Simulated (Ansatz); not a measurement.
System: CsF, charge 1, doublet. CsF+ (parent SMILES [F][Cs], doublet).
B3LYP-D3(BJ)/def2-TZVP minimum from Ansatz (an electronic-structure program):
```xyz
2

Cs     0.0000     0.0000    -0.5253
F      0.0000     0.0000     3.2105
```
Charge +1, spin multiplicity 2.

Total energies in def2-TZVPP, 7 correlated electrons, 5 frozen orbitals. Open shells are spin-unrestricted; no spin-orbit coupling. Cores are frozen in correlated methods (noble-gas shells, and filled d and f shells in the p block). Past Kr the def2 sets carry scalar-relativistic core potentials. The spin of CsF+ (parent SMILES [F][Cs], doublet) was assumed, and the state is the lowest solution found for it.

```csv
method,program,energy (Eh),minus CCSDT(Q) (mEh)
HF,Ansatz,-119.14006,213.61
MP2,Ansatz,-119.33792,15.76
CCSD,Ansatz,-119.34991,3.77
CCSD(T),Ansatz,-119.35337,0.31
CCSDT(Q),Ansatz,-119.35368,0.00
```

Rough core times of Ansatz's runs on a shared machine: CCSD(T) 20 s, CCSDT(Q) 90 s.
